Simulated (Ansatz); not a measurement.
Calculated with Ansatz (gas phase, PBE0-D4/def2-TZVP geometries, no zero-point term in ΔE). CCSD(T)/CBS adds triple-zeta CCSD(T) − MP2 to the extrapolated MP2 energy (def2 sets, frozen cores). This one scheme is used for every species. DFT in def2-TZVPP. For Ge outer-core shells are correlated without core-valence functions, which leaves a few kJ/mol of doubt a bond. Scalar relativity is left out up to krypton. One conformer a species, not always the lowest.

`[GeH3][SiH2][GeH2][SiH2][GeH2][GeH3]` + `CO[SiH2]N` → `CO[SiH2][NH][GeH3]` + `[GeH3][SiH2][GeH2][SiH2][GeH3]`  (cleavage of the Ge–Ge bond)

```
          level  ΔE (kJ/mol)
         r2SCAN         35.5
           PBE0         38.1
  HF/def2-TZVPP         11.6
CCSD/def2-TZVPP         29.7
```

Question: What does CCSD(T)/CBS give? (An estimate is asked.)

Answer: The calculation gave: +34.7 kJ/mol. The listed levels differ from it by 0.8, 3.4, -23.1, -5.0 kJ/mol.

Largest T1 diagnostic among the species: 0.012.

The D4 term adds +6.3 kJ/mol with B3LYP and +4.0 kJ/mol with PBE0; it sums over pairs of atoms, weighted by their polarisabilities, and B3LYP, whose exchange is more repulsive, gets the larger term. In def2-TZVPP, CCSD(T) changes the Hartree–Fock value by +20.0 kJ/mol (the triples alone add +1.9 kJ/mol) and MP2 by +21.3 kJ/mol.

B3LYP here is the variant with VWN-RPA as its local correlation; programs differ in this.
